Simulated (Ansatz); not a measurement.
## Worked example: the barrier

An elementary step of SiNH4Cl3O, closed shell (SiHCl₃O ([OH][Si]([Cl])([Cl])[Cl]) + NH₃ → SiNH₂Cl₃ ([NH2][Si]([Cl])([Cl])[Cl]) + H₂O; bonds formed: O2–H6; dative contacts that become bonds: Si1–N7; bonds broken: Si1–O2, H6–N7). “Start” is the structure reached by relaxing down from the saddle towards the reactants; PBE0-D4/def2-TZVP structures. The saddle:

```
10
angstrom
Si -0.3677 0.4003 -0.4774
O -0.5916 -1.4200 0.0824
Cl 0.2111 -0.2877 -2.3465
Cl -2.3387 0.7688 -0.0592
Cl 0.2064 2.4169 -0.8233
H 0.3064 -1.0434 0.7680
N 0.7746 0.1614 0.9432
H -0.4238 -2.0873 -0.5888
H 0.4915 0.6746 1.7711
H 1.7319 0.4166 0.7307
```

Ansatz 0.2.0; basis: def2-TZVPP and def2-QZVPP; cores frozen in the correlated methods.

Energies in eV:

| quantity | saddle | start |
| --- | --- | --- |
| Hartree–Fock, triple zeta (X = 3) | -48962.21840 | -48964.24748 |
| Hartree–Fock, quadruple zeta (X = 4) | -48963.66119 | -48965.70151 |
| MP2 correlation, X = 3 | -32.23963 | -31.80506 |
| MP2 correlation, X = 4 | -35.17424 | -34.73587 |
| CCSD(T) correlation, X = 3 | -35.07531 | -34.68425 |

Q: Work out the barrier at the basis limit: extrapolate Hartree–Fock as E(X) = E∞ + A exp(−7.88 √X) and the MP2 correlation as E(X) = E∞ + B X^−2.97 (the exponents that Neese and Valeev fitted for def2-TZVPP and QZVPP), then add CCSD(T) − MP2 in triple zeta.

A: Each step is linear, so take the differences first (saddle − start): Hartree–Fock 2.02908 (X = 3) and 2.04032 (X = 4); MP2 correlation -0.43457 and -0.43837; CCSD(T) correlation -0.39106.
Two points give E∞ = E(4) + w [E(4) − E(3)], with w = 1/(exp(7.88 (2 − √3)) − 1) = 0.1377 for Hartree–Fock and w = 1/((4/3)^2.97 − 1) = 0.7407 for the correlation.
Hartree–Fock: 2.04032 + 0.1377 × 0.01124 = 2.0419 eV.
MP2 correlation: -0.43837 + 0.7407 × (-0.00380) = -0.4412 eV.
CCSD(T) − MP2: -0.39106 − (-0.43457) = 0.0435 eV.
Sum: 2.0419 + (-0.4412) + 0.0435 = 1.6442 eV, or 37.92 kcal/mol. Plain CCSD(T) in triple zeta gives 1.6380 eV, so the larger basis shifts the result by 0.0062 eV.

The T1 diagnostic stays at or below 0.010.

Labels in which every atom is bracketed show which atoms are joined, not bond orders.

For scale, one of the runs: CCSD(T)/def2-TZVPP, 286 basis functions, launched by `ansatz run in.yaml --threads 8 --pin off --events-out ev --progress --plain --max-ram 19148MiB`. Time: 2.9 min of wall clock on 8 CPU threads of an Arm Neoverse V2; the host was shared. Peak host memory: 8.2 GiB.
